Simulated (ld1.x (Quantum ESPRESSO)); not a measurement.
**What the settings do to the TM potential of tin (Sn)**

Base potential:

```
Element                 : tin (Sn)
Generator               : ld1.x (Quantum ESPRESSO) 7.5
Type                    : norm-conserving Troullier–Martins (Kleinman–Bylander form)
Functional              : PW91
Relativity              : scalar-relativistic
Frozen core             : [Ar] 3d10 4s2
Valence charge          : 20
Reference configuration : 4p6 4d10 5s2 5p2
Partial waves           : 5s (bound): rc 1.90 bohr; 4d (bound): rc 1.45 bohr; 4p (bound): rc 0.85 bohr
Local potential         : the p channel
Core correction         : Bessel-smoothed model core, default radius (core density twice the valence density)
```

Occupied shells without a wave of their own: 5p. They enter only through the test configuration that unscreens the potential, and ld1.x also counts them in the model core charge.

All-electron outer shells of the reference configuration (PW91, scalar-relativistic, ld1.x):

```csv
shell,level (eV),outermost node (bohr),outermost maximum (bohr)
3d,-473.61,–,0.25
4s,-133.96,0.40,0.74
4p,-89.73,0.41,0.79
4d,-25.88,0.39,0.88
5s,-10.62,0.98,2.01
5p,-3.74,1.09,2.55
```

Cutoffs, loose and tight: the cutoffs (Ry, on a coarse ladder) from which the occupation-weighted sum of valence levels, in a spherical-Bessel basis at the reference potential, stays within 10 and 1 mRy of its value at 400 Ry. They do not see the model core or the augmentation charge, which bear on the density cutoff. Test errors are all-electron minus pseudo excitation energies from the reference, over the configurations 4p6 4d10 5s2 5p1; 4p6 4d10 5s2 5p0; 4p6 4d10 5s1 5p0; 4p5 4d10 5s2 5p2; 4p6 4d9 5s2 5p2; 4p6 4d10 5s1 5p2; 4p6 4d10 5s2 5p2.3. A dash means not determined; rows that change the core or the reference have their own tests. The largest error is taken over the tests solved by every variant that gives reliable tests at all: 4p6 4d10 5s1 5p0; 4p6 4d10 5s1 5p2; 4p6 4d10 5s2 5p0; 4p6 4d10 5s2 5p1; 4p6 4d9 5s2 5p2.

With those shells counted twice in exchange and correlation these files are broken, and their errors move erratically; no question is asked of them.

A true bound ghost makes a file unfit for plane-wave use even where its test errors are small: the radial tests pick states by their node count and pass the ghost by. Where a test does run into it, the solver fails or the error is huge.

The default core radius of the base comes out at 0.55 bohr.

```tsv
change	outcome	cutoff, loose	cutoff, tight	bound ghosts	largest test error (meV)
base	generated	200 Ry	260 Ry	s	-1059
core [Kr], valence charge 14; reference 4d10 5s2 5p2; waves now 5p (bound): rc 1.80 bohr; 4d (bound): rc 1.65 bohr; 5s (bound): rc 1.90 bohr; local potential the s channel; core correction none	generated	80 Ry	140 Ry	p	-218
reference 4p6 4d10 5s1 5p3	generated	200 Ry	260 Ry	s	-851
wave 4d (bound): rc 1.45 bohr becomes 4d (bound): rc 2.00 bohr	generated	200 Ry	260 Ry	s	-1061
core correction Bessel-smoothed model core inside 0.98 bohr	generated	200 Ry	260 Ry	s	-1059
wave 4p (bound): rc 0.85 bohr becomes 4p (bound): rc 0.96 bohr	generated	200 Ry	230 Ry	s	-1085
wave 5s (bound): rc 1.90 bohr becomes 5s (bound): rc 1.46 bohr	generated	200 Ry	300 Ry	s	-1084
local potential the s channel	generated, misses its reference levels by 1.29 eV	200 Ry	260 Ry	none	+6026
type TM semilocal	generated	200 Ry	260 Ry	none	-1045
functional LDA (PZ)	generated	200 Ry	260 Ry	s	-1062
all radii but the core radius scaled by about 1.28 (s 2.42, p 1.08, d 1.86 bohr)	generated	160 Ry	200 Ry	s	-1296
local potential all-electron potential smoothed inside 1.10 bohr (lloc = -1)	generated	200 Ry	260 Ry	s	-1061
```
